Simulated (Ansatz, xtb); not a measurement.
Ligand exchange: BH(CH3)Cl + SiH3I → BH(CH3)(SiH3) + ICl

Species: BH(CH3)Cl, singlet; SiH3I `[SiH3]I`, singlet; BH(CH3)(SiH3), singlet; ICl (iodine monochloride), singlet. The partners trade Cl for SiH3: B–Cl and I–SiH3 bonds give way to B–SiH3 and I–Cl.

Shapes, held fixed at every level: PBE0-D4/def2-TZVP. Programs: Ansatz 0.2.0, xtb 6.7.1. The zero-point and thermal change to 298 K, harmonic and unscaled (PBE0-D4/def2-TZVP), is -3.4 kJ/mol.

```
             level                    kind  ΔH(298 K) (kJ/mol)  less CCSD(T)/def2-TZVPP  CPU time (sum over the molecules)
          GFN0-xTB          semi-empirical              +341.3                    +59.5                             0.12 s
       HF/def2-SVP            Hartree–Fock              +305.1                    +23.3                                  –
PBE0-D4/def2-TZVPP           global hybrid              +273.3                     -8.5                               15 s
wB97M-V/def2-TZVPP  range-separated hybrid              +278.2                     -3.6                               55 s
 B2PLYP/def2-TZVPP           double hybrid              +278.6                     -3.2                               25 s
      MP2/def2-SVP     perturbation theory              +317.5                    +35.7                                  –
  CCSD(T)/def2-SVP   coupled cluster or CI              +297.9                    +16.1                               10 s
CCSD(T)/def2-TZVPP   coupled cluster or CI              +281.8                      0.0                            2.7 min
```

The highest level, CCSD(T)/def2-TZVPP, gives ΔH(298 K) = +281.8 kJ/mol; the levels span +273.3 to +341.3. GFN0-xTB strays far from the other rows. The column of differences is taken from that level and isn't an error. No measured value is set beside it here. For atoms past krypton def2 sets carry core potentials with scalar relativity. Outer-core shells of I are correlated, in sets that cover them unevenly. Times are processor times on shared x86 and Arm servers, and rough.
